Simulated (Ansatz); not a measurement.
BH3Se (SMILES B[SeH]) moved off its minimum; all values from Ansatz (a first-principles code), cores frozen in correlated methods.
(charge 0, multiplicity 1)
```xyz
5

B      0.50220    -0.01664    -1.39731
H     -0.29090    -0.60688    -2.09427
H      1.47656     0.38175    -1.86697
Se    -0.13487     0.03949     0.28009
H      1.06924     0.74867     0.83293
```

Give the forces (eV/Å), the total energy and the dipole at CCSD(T)/aug-cc-pVTZ.


```json
[
 {"atom": "B1", "Fx": "-0.723", "Fy": "-1.113", "Fz": "-2.938"},
 {"atom": "H2", "Fx": "0.319", "Fy": "0.208", "Fz": "-0.089"},
 {"atom": "H3", "Fx": "0.856", "Fy": "0.437", "Fz": "-0.015"},
 {"atom": "Se4", "Fx": "0.119", "Fy": "0.668", "Fz": "2.891"},
 {"atom": "H5", "Fx": "-0.572", "Fy": "-0.200", "Fz": "0.152"}
]
```
Energy -2426.6365 hartree, dipole 0.86 D.
